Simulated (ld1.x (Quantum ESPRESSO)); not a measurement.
# tellurium (Te): variants of one TM potential

Base potential:

tellurium (Te), norm-conserving Troullier–Martins (Kleinman–Bylander form), made with ld1.x (Quantum ESPRESSO) 7.5 (PBE, scalar-relativistic). Core [Ar] 3d10, reference 4s2 4p6 4d10 5s2 5p3.5 (charge +0.5). Waves: 4p (bound): rc 0.85 bohr; 4d (bound): rc 0.95 bohr; 4s (bound): rc 1.10 bohr. Local part: the s channel. Core correction: a·sin(br)/r model core inside 0.55 bohr.

Occupied shells without a wave of their own: 5p, 5s. They enter only through the test configuration that unscreens the potential, and ld1.x also counts them in the model core charge.

Cutoffs, loose and tight: the cutoffs (Ry, on a coarse ladder) from which the occupation-weighted sum of valence levels, in a spherical-Bessel basis at the reference potential, stays within 10 and 1 mRy of its value at 400 Ry. They do not see the model core or the augmentation charge, which bear on the density cutoff. Test errors are all-electron minus pseudo excitation energies from the reference, over the configurations 4s2 4p6 4d10 5s2 5p4; 4s2 4p6 4d10 5s2 5p3; 4s2 4p6 4d10 5s2 5p2; 4s2 4p6 4d10 5s0 5p6; 4s2 4p6 4d10 5s1 5p5; 4s2 4p5 4d10 5s2 5p4; 4s2 4p6 4d9 5s2 5p5. A dash means not determined; rows that change the core or the reference have their own tests.

With those shells counted twice in exchange and correlation these files are broken, and their errors move erratically; no question is asked of them.

| change | outcome | cutoff, loose | cutoff, tight | bound ghosts | largest test error (meV) |
| --- | --- | --- | --- | --- | --- |
| base | generated, misses its reference levels by 2.47 eV | 230 Ry | over 300 Ry | none | -3843 |
| wave 4p (bound): rc 0.85 bohr becomes 4p (bound): rc 0.54 bohr | failed: run_pseudo: Errors in PS-KS equation | – | – | – | – |
| wave 4p (bound): rc 0.85 bohr becomes 4p (bound): rc 0.62 bohr | failed: run_pseudo: Errors in PS-KS equation | – | – | – | – |
| wave 4p (bound): rc 0.85 bohr becomes 4p (bound): rc 0.68 bohr | generated, misses its reference levels by 2.47 eV | over 300 Ry | over 300 Ry | none | -3698 |
| wave 4p (bound): rc 0.85 bohr becomes 4p (bound): rc 0.78 bohr | generated, misses its reference levels by 2.47 eV | 230 Ry | over 300 Ry | none | -3828 |
| wave 4p (bound): rc 0.85 bohr becomes 4p (bound): rc 0.88 bohr | generated, misses its reference levels by 2.47 eV | 230 Ry | over 300 Ry | none | -3834 |
| wave 4p (bound): rc 0.85 bohr becomes 4p (bound): rc 0.94 bohr | generated, misses its reference levels by 2.47 eV | 230 Ry | 300 Ry | none | -3771 |
| wave 4p (bound): rc 0.85 bohr becomes 4p (bound): rc 1.04 bohr | generated, misses its reference levels by 2.47 eV | 180 Ry | 260 Ry | none | -3581 |
| wave 4p (bound): rc 0.85 bohr becomes 4p (bound): rc 1.12 bohr | generated, misses its reference levels by 2.47 eV | 160 Ry | 260 Ry | none | -3340 |
| wave 4p (bound): rc 0.85 bohr becomes 4p (bound): rc 1.18 bohr | generated, misses its reference levels by 2.47 eV | 160 Ry | 260 Ry | none | -3132 |
| wave 4p (bound): rc 0.85 bohr becomes 4p (bound): rc 1.26 bohr | generated, misses its reference levels by 2.47 eV | 140 Ry | 260 Ry | none | -2892 |

Reading the sweep of the p radius (base included, trends over the rows without a ghost): The loose cutoff falls from 230 Ry at 0.78 to 140 Ry at 1.26 bohr. A larger radius leaves more room for a smooth pseudo-wave, so fewer plane waves are needed; a smaller one forces it to follow the all-electron wave where it bends sharply. The median size of the test errors (rows with all tests solved) is not monotonic: lowest 996.1 meV at 0.85 bohr, highest 1353.0 meV at 1.18 bohr. The generation fails at 0.54, 0.62 bohr.
